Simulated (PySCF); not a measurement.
# Re (rhenium, neutral) across methods

[Xe] 4f14 5d5 6s1 6p1, high-spin 8P determinant (an excited configuration). All numbers are calculated (PySCF 2.14, a scalar-relativistic core potential, in aug-cc-pwCVDZ-PP with ECP60MDF).

```json
{"method": "r2SCAN", "E (hartree)": "-78.4349", "mean ε 5d α (eV)": "-8.353", "mean ε 6s α (eV)": "-8.035", "mean ε 6p α (eV)": "-2.622", "Σ⟨r²⟩ (bohr²)": "64.01", "⟨S²⟩": "15.751"}
{"method": "r2SCANh", "E (hartree)": "-78.4170", "mean ε 5d α (eV)": "-8.890", "mean ε 6s α (eV)": "-8.416", "mean ε 6p α (eV)": "-2.875", "Σ⟨r²⟩ (bohr²)": "63.90", "⟨S²⟩": "15.752"}
{"method": "PBE0", "E (hartree)": "-78.3775", "mean ε 5d α (eV)": "-9.408", "mean ε 6s α (eV)": "-8.615", "mean ε 6p α (eV)": "-3.181", "Σ⟨r²⟩ (bohr²)": "64.37", "⟨S²⟩": "15.751"}
{"method": "M06-L", "E (hartree)": "-78.3835", "mean ε 5d α (eV)": "-8.046", "mean ε 6s α (eV)": "-7.394", "mean ε 6p α (eV)": "-2.309", "Σ⟨r²⟩ (bohr²)": "65.30", "⟨S²⟩": "15.751"}
{"method": "LC-wPBE", "E (hartree)": "-78.4023", "mean ε 5d α (eV)": "-11.997", "mean ε 6s α (eV)": "-11.042", "mean ε 6p α (eV)": "-5.271", "Σ⟨r²⟩ (bohr²)": "62.91", "⟨S²⟩": "15.752"}
{"method": "LDA", "E (hartree)": "-78.2091", "mean ε 5d α (eV)": "-7.976", "mean ε 6s α (eV)": "-8.053", "mean ε 6p α (eV)": "-2.593", "Σ⟨r²⟩ (bohr²)": "64.96", "⟨S²⟩": "15.750"}
{"method": "PBE", "E (hartree)": "-78.4060", "mean ε 5d α (eV)": "-7.974", "mean ε 6s α (eV)": "-7.606", "mean ε 6p α (eV)": "-2.493", "Σ⟨r²⟩ (bohr²)": "65.20", "⟨S²⟩": "15.751"}
{"method": "MN15", "E (hartree)": "-78.2517", "mean ε 5d α (eV)": "-9.845", "mean ε 6s α (eV)": "-9.432", "mean ε 6p α (eV)": "-3.490", "Σ⟨r²⟩ (bohr²)": "64.62", "⟨S²⟩": "15.752"}
```

(1) Estimate the same row for UHF.

Energies and moments cover only the electrons outside the core potential. Spin-orbit coupling, absent here, splits the open shell strongly.

## Answers

(1) E (hartree) = -77.79638; mean ε 5d α (eV) = -13.281; mean ε 6s α (eV) = -10.942; mean ε 6p α (eV) = -5.082; Σ⟨r²⟩ (bohr²) = 64.12; ⟨S²⟩ = 15.754.
